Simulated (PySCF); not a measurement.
Screening by computed properties: pick the candidate that meets the target.

Each SMILES stands for a single optimised conformer of the isolated species, non-relativistic unless stated; the electronic structure was computed with PySCF and density fitting.

The conformers computed, where there is a choice (atom-mapped SMILES and torsion angles):
- `[CH3:1][C:2](=[O:3])[c:4]1[n:5][c:6]([CH3:7])[cH:8][cH:9][p:10]1`: C1–C2–C4–N5 0°
- `[CH3:1][CH2:2][CH2:3][N:4]([NH:5][CH3:6])[CH:7]([CH3:8])[CH3:9]`: C1–C2–C3–N4 -178°, C2–C3–N4–N5 -68°, C3–N4–N5–C6 142°, C3–N4–C7–C8 49°
- `[CH3:1][O:2][C:3](=[O:4])[c:5]1[cH:6][p:7][cH:8][p:9][c:10]1[F:11]`: C1–O2–C3–O4 -3°, O2–C3–C5–C6 141°
- `[CH2:1]=[CH:2][S:3](=[O:4])(=[O:5])[OH:6]`: C1–C2–S3–O4 6°, H–O6–S3–C2 115°
- `[O:1]=[CH:2][c:3]1[cH:4][cH:5][cH:6][c:7]([Cl:8])[cH:9]1`: O1–C2–C3–C4 0°
- `[CH3:1][C:2](=[O:3])[c:4]1[n:5][cH:6][cH:7][p:8][c:9]1[CH3:10]`: C1–C2–C4–N5 0°

Task: Wanted: HOMO–LUMO gap between 4.7 eV and 7.6 eV (PBE0/pcSseg-1) and smallest rotational constant above 0.5 GHz (GFN2-xTB), at GFN2-xTB geometries. Which candidate meets both?
A. `C=CS(O)(=O)=O`
B. `CC(=O)c1nc(C)ccp1`
C. `COC(=O)c1cpcpc1F`
D. `CNN(CCC)C(C)C`

Result: D. Computed values:
```csv
species,HOMO–LUMO gap,smallest rotational constant
CC(=O)c1nc(C)ccp1,4.49 eV,0.651 GHz
COC(=O)c1cpcpc1F,4.98 eV,0.444 GHz
CNN(CCC)C(C)C,7.48 eV,0.820 GHz
C=CS(O)(=O)=O,7.66 eV,2.591 GHz
```

Task: Wanted: dipole moment above 3 D (PBE0/pcSseg-1) and HOMO energy above -8 eV (PBE0/pcSseg-1), at GFN2-xTB geometries. Which candidate meets both?
A. `C=CS(=O)(=O)O`
B. `O=CC1=CC=CC(Cl)=C1`
C. `CCCN(NC)C(C)C`
D. `CC(=O)c1nc(C)ccp1`
E. `CC(=O)C1=NC=CP=C1C`

Result: D. Computed values:
```
           species  dipole moment  HOMO energy
     CCCN(NC)C(C)C         1.42 D     -6.15 eV
O=CC1=CC=CC(Cl)=C1         1.92 D     -7.62 eV
CC(=O)C1=NC=CP=C1C         2.43 D     -7.11 eV
     C=CS(=O)(=O)O         4.02 D     -8.97 eV
 CC(=O)c1nc(C)ccp1         4.42 D     -6.92 eV
```
